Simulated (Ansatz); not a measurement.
`S[CH]1[CH2][GeH2]1`. Total charge 0; spin multiplicity 1. All single points use the PBE0-D4/def2-TZVP geometry. It is one conformer, not always the lowest.

```xyz
10

S    -2.102   -0.384    0.049
C    -0.554    0.500    0.022
C     0.379    0.106   -1.123
Ge    1.108   -0.334    0.619
H    -2.271   -0.448    1.379
H    -0.650    1.570    0.179
H     0.821    0.918   -1.689
H     0.055   -0.726   -1.739
H     1.029   -1.775    1.097
H     2.185    0.572    1.204
```

What is the dipole moment at PBE/def2-TZVPP? (Best estimate.)

Ansatz gave: 1.41 D, with components (1.19, 0.47, 0.59) D in this frame, pointing from negative to positive charge.

And with r2SCAN, B3LYP, ωB97M-V? (An estimate is asked.)

The calculation gave: r2SCAN 1.48 D, B3LYP 1.51 D, ωB97M-V 1.59 D.

Give the Mulliken charges with PBE, B3LYP, r2SCAN in def2-TZVPP. (Estimate.)

Ansatz gave: 
```json
{"atom": "S1", "PBE": "-0.18", "B3LYP": "-0.17", "r2SCAN": "-0.18"}
{"atom": "C2", "PBE": "-0.10", "B3LYP": "-0.12", "r2SCAN": "-0.06"}
{"atom": "C3", "PBE": "-0.22", "B3LYP": "-0.25", "r2SCAN": "-0.20"}
{"atom": "Ge4", "PBE": "0.05", "B3LYP": "0.07", "r2SCAN": "0.06"}
{"atom": "H5", "PBE": "0.11", "B3LYP": "0.10", "r2SCAN": "0.09"}
{"atom": "H6", "PBE": "0.11", "B3LYP": "0.11", "r2SCAN": "0.09"}
{"atom": "H7", "PBE": "0.10", "B3LYP": "0.11", "r2SCAN": "0.08"}
{"atom": "H8", "PBE": "0.10", "B3LYP": "0.11", "r2SCAN": "0.09"}
{"atom": "H9", "PBE": "0.02", "B3LYP": "0.02", "r2SCAN": "0.02"}
{"atom": "H10", "PBE": "0.01", "B3LYP": "0.01", "r2SCAN": "0.01"}
```

B3LYP here is the variant with VWN-RPA as its local correlation; programs differ in this.
